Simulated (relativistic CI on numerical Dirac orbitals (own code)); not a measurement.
Rh3+: resonant inelastic scattering at the L2,3 edge

Computed with this model: Dirac-Coulomb-Breit CI, KLI orbitals optimised for each configuration, model QED, valence Slater integrals scaled by 0.8, Kramers-Heisenberg scattering through one core-hole configuration in a parametric crystal field; configurations [Kr] 4d6 → [He] 2s2 2p5 3s2 3p6 3d10 4s2 4p6 4d7; 80 K; core-hole width 1.6 eV; summed over polarisations. Incident energies are the highest absorption maxima for each field (at most a few, so the weaker spin-orbit partner edge can be absent), on the computed scale of the free ion. Intensities are in per cent of the strongest line above 0.02 eV; levels within 1 cm⁻¹ are merged; final levels count from the ground level, the first row holds all elastic scattering, lines under 0.4 are left out and each table stops after 24 rows. The scale of the Slater integrals is a model choice and moves the terms in proportion.

Field parameters in Wybourne normalisation: D3d B²₀ = −7Dσ, B⁴₀ = −14Dq − 21Dτ, B⁴₃ = −14√(10/7) Dq. The field is a parameter set, without covalency.

S is read from ⟨S²⟩ = S(S + 1).

D3d, 10Dq = 20850, Dσ = -1200, Dτ = 340 cm⁻¹:

| Final level (eV) | Degeneracy | Irrep | S | 3008.2 eV | 3150.7 eV |
| --- | --- | --- | --- | --- | --- |
| 0.000 | 1 | A1 | 0.08 | 1007.0 | 108.0 |
| 1.620 | 2 | E | 1.08 | 10.5 | 7.8 |
| 1.654 | 2 | E | 1.10 | 8.6 | 5.4 |
| 1.680 | 1 | A1 | 1.07 | 3.0 | 1.6 |
| 1.718 | 1 | A2 | 1.18 | 5.2 | 0.0 |
| 1.738 | 2 | E | 1.16 | 18.9 | 0.8 |
| 1.825 | 1 | A1 | 1.21 | 59.5 | 54.7 |
| 2.087 | 1 | A2 | 1.47 | 35.4 | 4.8 |
| 2.113 | 2 | E | 1.67 | 26.4 | 16.0 |
| 2.167 | 1 | A1 | 1.92 | 4.8 | 3.6 |
| 2.178 | 2 | E | 1.72 | 47.2 | 7.3 |
| 2.253 | 2 | E | 1.52 | 29.0 | 18.6 |
| 2.327 | 1 | A2 | 1.55 | 31.3 | 0.1 |
| 2.365 | 2 | E | 1.47 | 45.3 | 12.9 |
| 2.411 | 2 | E | 1.59 | 48.2 | 8.8 |
| 2.453 | 1 | A1 | 1.91 | 1.2 | 1.3 |
| 2.473 | 2 | E | 1.36 | 25.0 | 23.4 |
| 2.509 | 1 | A1 | 1.32 | 14.9 | 13.7 |
| 2.519 | 1 | A2 | 1.06 | 9.7 | 0.9 |
| 2.528 | 2 | E | 1.77 | 38.1 | 7.5 |
| 2.557 | 2 | E | 1.81 | 4.2 | 5.0 |
| 2.571 | 1 | A1 | 1.73 | 5.0 | 4.7 |
| 2.641 | 2 | E | 0.62 | 100.0 | 80.9 |
| 2.687 | 1 | A2 | 0.35 | 50.7 | 37.7 |

D3d, 10Dq = 20850, Dσ = -860, Dτ = 340 cm⁻¹:

| Final level (eV) | Degeneracy | Irrep | S | 3008.2 eV | 3150.7 eV |
| --- | --- | --- | --- | --- | --- |
| 0.000 | 1 | A1 | 0.08 | 907.3 | 96.9 |
| 1.614 | 2 | E | 1.08 | 10.9 | 7.5 |
| 1.642 | 2 | E | 1.09 | 7.8 | 5.6 |
| 1.711 | 2 | E | 1.15 | 17.8 | 0.6 |
| 1.734 | 1 | A2 | 1.17 | 4.8 | 0.0 |
| 1.815 | 1 | A1 | 1.20 | 55.9 | 50.7 |
| 2.079 | 1 | A2 | 1.36 | 39.4 | 4.4 |
| 2.112 | 2 | E | 1.62 | 29.5 | 15.7 |
| 2.158 | 1 | A1 | 1.93 | 4.0 | 2.9 |
| 2.171 | 2 | E | 1.75 | 34.0 | 6.6 |
| 2.237 | 2 | E | 1.60 | 21.2 | 16.7 |
| 2.331 | 1 | A2 | 1.62 | 24.3 | 0.2 |
| 2.362 | 2 | E | 1.54 | 32.5 | 10.7 |
| 2.427 | 2 | E | 1.53 | 62.4 | 6.4 |
| 2.447 | 2 | E | 1.81 | 15.6 | 4.7 |
| 2.473 | 2 | E | 1.87 | 5.0 | 0.6 |
| 2.501 | 2 | E | 1.25 | 23.4 | 22.9 |
| 2.507 | 1 | A1 | 1.84 | 2.2 | 2.6 |
| 2.508 | 1 | A2 | 0.98 | 12.7 | 0.0 |
| 2.521 | 1 | A1 | 1.10 | 16.9 | 15.2 |
| 2.646 | 2 | E | 0.46 | 100.0 | 77.0 |
| 2.647 | 1 | A2 | 0.43 | 41.1 | 34.7 |
| 3.575 | 1 | A1 | 0.09 | 29.2 | 5.7 |
| 3.853 | 2 | E | 0.12 | 66.9 | 13.6 |

For the first field the strongest loss at the lowest incident energy is the level at 2.64 eV (S = 0.62, against 0.08 in the thermal ground state). Levels of other spin, the first over 8 % at 1.62 eV, appear because spin-orbit coupling of the core hole, and in heavier ions of the valence shell too, mixes spins.
